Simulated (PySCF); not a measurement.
SMILES C=C(Cl)OC(F)(F)CO, C4H5ClF2O2

Geometry:
| atom | x (Å) | y (Å) | z (Å) |
| --- | --- | --- | --- |
| C1 | 2.798 | -0.483 | -0.024 |
| C2 | 1.619 | 0.090 | -0.166 |
| Cl3 | 1.234 | 1.094 | -1.526 |
| O4 | 0.642 | 0.003 | 0.785 |
| C5 | -0.627 | -0.400 | 0.428 |
| F6 | -1.074 | -1.169 | 1.459 |
| F7 | -0.594 | -1.230 | -0.638 |
| C8 | -1.620 | 0.754 | 0.217 |
| O9 | -2.932 | 0.302 | 0.109 |
| H10 | 3.581 | -0.334 | -0.741 |
| H11 | 2.993 | -1.103 | 0.832 |
| H12 | -1.381 | 1.262 | -0.719 |
| H13 | -1.481 | 1.447 | 1.060 |
| H14 | -3.159 | -0.234 | 0.881 |

Method: TDDFT B3LYP/def2-SVPD excited states, vertical, gas phase (PySCF). Geometry: GFN2-xTB.

(1) Give the one- and two-photon strengths of the lowest singlets.

## Answers

(1) δ for parallel linear polarisation; σ at the peak of a Lorentzian of half width 0.1 eV, single beam; Ω is circular over linear.
| state | E (eV) | f | photon λ (nm) | δ (au) | σ (GM) | Ω | main |
| --- | --- | --- | --- | --- | --- | --- | --- |
| S1 | 6.31 | 0.011 | 393 | 7.29 | 0.11 | 1.47 | HOMO→LUMO+1 0.76, HOMO→LUMO+2 0.11 |
| S2 | 6.73 | 0.297 | 369 | 39.4 | 0.65 | 0.35 | HOMO→LUMO 0.81, HOMO→LUMO+1 0.08 |
| S3 | 6.95 | 0.013 | 357 | 6.15 | 0.11 | 0.52 | HOMO−1→LUMO 0.92 |
| S4 | 7.09 | 0.004 | 350 | 45.4 | 0.83 | 1.50 | HOMO→LUMO+3 0.69, HOMO→LUMO+2 0.20 |
| S5 | 7.28 | 0.007 | 340 | 8.49 | 0.17 | 1.43 | HOMO−1→LUMO+1 0.58, HOMO−1→LUMO+2 0.22 |

Among these, the strongest one-photon state is S2, the strongest two-photon state S4, with a dipole change of 1.2 D (relaxed, norm of the difference vector).
